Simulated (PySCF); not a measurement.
# Cd (cadmium, neutral): UHF calculation

Configuration: [Kr] 4d9 5s2 5p1, one real determinant (an excited configuration). Calculation: PySCF 2.14, in x2c-TZVPPall with one added diffuse shell each of s, p, d, f type (9s7p7d3f1g, 95 functions); the spin-free X2C one-electron Hamiltonian (Gaussian nucleus).

| Item | Value |
| --- | --- |
| Total energy | -5590.916267 hartree |
| One-electron energy | -7696.7429 hartree |
| Hartree (Coulomb) energy | 2259.0387 hartree |
| Exchange energy | -153.2120 hartree |
| ⟨S²⟩ | 2.0141 |
| ⟨L²⟩ | 8.048 |
| Sum of ⟨r⟩ | 34.98 bohr |
| Sum of ⟨r²⟩ | 60.58 bohr² |
| Traceless quadrupole moment −½Σ⟨3z² − r²⟩ along its main axis | -6.48 e·bohr² |
| Langevin diamagnetic susceptibility | -48.0 ×10⁻⁶ cm³/mol |

```tsv
shell	electrons	mean orbital energy (eV)	spread (eV)	rms radius, mean of both spins (bohr)
1s α	1	-26850.7	0	0.0348
1s β	1	-26850.7	0	0.0348
2s α	1	-4080.2	0	0.142
2s β	1	-4079.8	0	0.142
2p α	3	-3656.5	0.444	0.127
2p β	3	-3656.1	0.081	0.127
3s α	1	-804.63	0	0.381
3s β	1	-804.40	0	0.381
3p α	3	-661.91	0.850	0.383
3p β	3	-661.62	0.430	0.383
3d α	5	-438.34	0.934	0.364
3d β	5	-437.78	1.384	0.364
4s α	1	-136.80	0	0.937
4s β	1	-134.58	0	0.937
4p α	3	-92.353	1.836	1.03
4p β	3	-89.622	1.822	1.03
4d α	5	-26.215	1.923	1.33
4d β	4	-25.007	0.933	1.33
5s α	1	-11.382	0	3.01
5s β	1	-9.465	0	3.01
5p α	1	-5.671	0	3.98
```

⟨L²⟩ = 8.05 against 12 for a pure F term, so this real determinant mixes terms.

Densities and radii are taken from the X2C orbitals without a picture-change correction, which distorts them close to the nucleus.

Spin-orbit constants ζ (cm⁻¹) from the X2C one-electron operator on these orbitals: bare nucleus, nucleus screened by l(l+1)(2l+1)/3 electrons, and screened by the Breit-Pauli mean field of the electrons.

```tsv
shell	bare	screened nucleus	mean field
2p	1034000	990700	n/a
3p	187200	179400	n/a
3d	28000	22170	n/a
4p	30080	28820	n/a
4d	2984	2362	n/a
5p	1397	1338	n/a
```

To first order the Landé constant is A = -564.3 cm⁻¹, so the lowest level has J = 4 and lies 0.210 eV below the centre of the term. This holds in LS coupling only.
